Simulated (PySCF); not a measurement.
Mo⁻ (molybdenum, charge -1) across methods

[Kr] 4d5 5s2, high-spin 6S determinant. All numbers are calculated (PySCF 2.14, scalar relativity through the core potential, in aug-cc-pVDZ-PP with ECP28MDF (5s5p4d2f, 54 functions)).

| method | E (hartree) | mean ε 5s α (eV) | mean ε 4d α (eV) | mean ε 5s β (eV) | Σ⟨r²⟩ (bohr²) | ⟨S²⟩ |
| --- | --- | --- | --- | --- | --- | --- |
| LDA | -67.7519 | -0.090 | 0.510 | 1.033 | 92.16 | 8.838 |
| r2SCAN | -67.9352 | -0.493 | -0.031 | 0.996 | 100.2 | 9.001 |
| PBE | -67.9119 | 0.024 | 0.515 | 1.186 | 94.84 | 8.855 |
| BLYP | -67.8621 | 0.363 | 0.922 | 1.172 | 92.71 | 8.805 |
| UHF | -67.33274 | -2.486 | -5.321 | 0.292 | 121.1 | 9.240 |
| B3LYP | -67.9216 | -0.200 | -0.245 | 0.738 | 92.88 | 8.815 |
| PBE0 | -67.8895 | -0.550 | -0.838 | 0.791 | 96.89 | 8.886 |
| HSE06 | -67.8890 | -0.203 | -0.431 | 1.086 | 96.86 | 8.884 |

Problem. Estimate the same row for PBEsol.

Solution. E (hartree) = -67.7960; mean ε 5s α (eV) = -0.056; mean ε 4d α (eV) = 0.470; mean ε 5s β (eV) = 1.164; Σ⟨r²⟩ (bohr²) = 95.02; ⟨S²⟩ = 8.873.

Energies and moments cover only the electrons outside the core potential. ⟨S²⟩ = 8.84 against 8.75 shows spin contamination. At LDA the highest occupied level has a positive energy, so only the finite basis holds that electron; in a semilocal or global hybrid functional this comes from self-interaction and does not mean that the real anion is unbound.

The highest occupied level is positive at LDA, r2SCAN, PBE, BLYP, PBEsol, UHF, B3LYP, PBE0, HSE06: only the finite basis holds that electron, at UHF too, so the state is unbound at these levels.
